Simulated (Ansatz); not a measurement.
Frontier orbitals of `[F][Ga]([F])[NH][GaH2]`.

```xyz
8

F     2.3092    2.0173    0.7716
Ga    0.8334    1.3382    0.1418
F    -0.1911    2.4905   -0.6645
N     0.3938   -0.4006    0.3030
Ga   -1.1097   -1.2801   -0.3023
H     1.0827   -0.9530    0.7956
H    -1.1666   -2.8070    0.0120
H    -2.1517   -0.4053   -1.0571
```

The species carries charge 0 and has multiplicity 1. Correlated methods include outer-core shells of Ga, which these sets cover unevenly. Scalar relativity is left out up to krypton. All single points use the PBE0-D4/def2-TZVP geometry. It is one conformer, not always the lowest. Basis def2-TZVPP, the Gaussian-basis code of Ansatz.

Orbital energies of one run (eV). Highest occupied ones, from the top: -9.92, -10.38, -11.19, -12.43, -12.61, -12.64, -13.11, -13.49, -13.85, -15.25, -15.60, -23.75, -24.95, -25.06. Empty: -0.60, -0.35, 0.80, 1.71, 1.90, 2.78.

Q: Which functional gave them?
A. ωB97M-V
B. CAM-B3LYP
C. revPBE
D. B3LYP

A: B. HOMO energies: CAM-B3LYP -9.92, ωB97M-V -10.84, B3LYP -8.27, revPBE -7.08 eV.

B3LYP here is the variant with VWN-RPA as its local correlation; programs differ in this.
